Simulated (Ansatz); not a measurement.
Consider the ligand exchange at a B–O bond: `BOB1CO1` + `N[SiH2]CO` → `BN[SiH2]CO` + `OB1CO1`.

Isolated molecules relaxed with PBE0-D4/def2-TZVP in Ansatz; ΔE leaves out vibrations. CCSD(T)/CBS adds triple-zeta CCSD(T) − MP2 to the extrapolated MP2 energy (def2 sets, frozen cores). One conformer a species, not always the lowest.

`BOB1CO1`:

Cartesian coordinates in Å:
```
B -1.338 1.446 0.589
O -0.114 1.119 0.084
B 0.365 -0.132 -0.099
C 1.285 -1.177 -0.662
O 0.149 -1.372 0.333
H -1.547 2.605 0.794
H -2.148 0.588 0.793
H 2.255 -1.400 -0.226
H 1.094 -1.679 -1.606
```

`N[SiH2]CO`:

```xyz
11

N    -0.933    0.958    0.812
Si   -0.630    0.044   -0.629
C     0.946   -0.921   -0.264
O     1.890   -0.076    0.376
H    -1.289    1.897    0.725
H    -1.340    0.506    1.616
H    -0.425    1.047   -1.707
H    -1.728   -0.888   -1.022
H     0.723   -1.807    0.351
H     1.399   -1.294   -1.188
H     1.388    0.535    0.930
```

`BN[SiH2]CO`:

Cartesian coordinates in Å:
```
B 1.019 0.944 -1.810
N 0.921 1.161 -0.433
Si -0.366 0.553 0.583
C -0.262 -1.315 0.818
O -1.409 -1.807 1.503
H 0.148 0.320 -2.354
H 1.951 1.373 -2.427
H 1.656 1.689 0.014
H -0.277 1.249 1.892
H -1.684 0.845 -0.044
H -0.112 -1.822 -0.147
H 0.601 -1.571 1.437
H -2.186 -1.619 0.969
```

`OB1CO1`:

Cartesian coordinates in Å:
```
O -1.390 -0.009 1.177
B -0.435 -0.207 0.257
C 0.765 0.068 -0.613
O -0.080 -1.184 -0.580
H -1.339 0.849 1.604
H 1.784 -0.110 -0.281
H 0.694 0.592 -1.563
```

```tsv
species	HF/def2-TZVPP energy (Eh)
`BOB1CO1`	-239.45912
`N[SiH2]CO`	-460.28919
`BN[SiH2]CO`	-485.59437
`OB1CO1`	-214.15651
```

Work out ΔE.

ΔE = (-485.59437) + (-214.15651) − (-239.45912) − (-460.28919) = -0.00257 Eh = -0.07 eV. CCSD(T)/CBS gives -0.17 eV.

Largest T1 diagnostic among the species: 0.015.

In def2-TZVPP, CCSD(T) changes the Hartree–Fock value by −0.12 eV (the triples alone add −0.01 eV) and MP2 by −0.12 eV.
